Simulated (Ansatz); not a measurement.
`CBO[SiH2]F` + `[SiH3]S` → `CBS[SiH3]` + `O[SiH2]F`  (ligand exchange at a B–O bond)

Isolated molecules relaxed with PBE0-D4/def2-TZVP in Ansatz; ΔE leaves out vibrations. CCSD(T)/CBS adds triple-zeta CCSD(T) − MP2 to the extrapolated MP2 energy (def2 sets, frozen cores). DFT in def2-TZVPP. B3LYP here is the variant with VWN-RPA as its local correlation; programs differ in this. One conformer a species, not always the lowest.

| level | ΔE (kJ/mol) | difference from CCSD(T)/CBS |
| --- | --- | --- |
| PBE-D4 | 35.2 | -9.0 |
| r2SCAN-D4 | 42.0 | -2.2 |
| PBE0-D4 | 39.0 | -5.2 |
| B3LYP-D4 | 48.8 | 4.6 |
| ωB97X-V | 47.4 | 3.2 |
| ωB97M-V | 47.6 | 3.4 |
| B2PLYP | 49.0 | 4.8 |
| PBE | 37.4 | -6.8 |
| r2SCAN | 42.4 | -1.8 |
| PBE0 | 40.8 | -3.4 |
| B3LYP | 52.4 | 8.2 |
| HF/def2-TZVPP | 65.8 | 21.6 |
| MP2/def2-TZVPP | 40.4 | -3.8 |
| SCS-MP2/def2-TZVPP | 46.7 | 2.5 |
| CCSD/def2-TZVPP | 50.0 | 5.8 |
| CCSD(T)/def2-TZVPP | 45.9 | 1.7 |
| HF/def2-QZVPP | 67.5 | 23.3 |
| MP2/def2-QZVPP | 39.9 | -4.3 |
| SCS-MP2/def2-QZVPP | 46.2 | 2.0 |
| HF/CBS(def2) | 67.7 | 23.5 |
| MP2/CBS(def2) | 38.6 | -5.6 |
| CCSD/CBS(def2) | 48.2 | 4.0 |
| CCSD(T)/CBS | 44.2 | 0 |

Largest T1 diagnostic among the species: 0.013.

The D4 term adds −3.6 kJ/mol with B3LYP and −1.8 kJ/mol with PBE0; it sums over pairs of atoms, weighted by their polarisabilities, and B3LYP, whose exchange is more repulsive, gets the larger term. In def2-TZVPP, CCSD(T) changes the Hartree–Fock value by −19.9 kJ/mol (the triples alone add −4.1 kJ/mol) and MP2 by −25.4 kJ/mol.
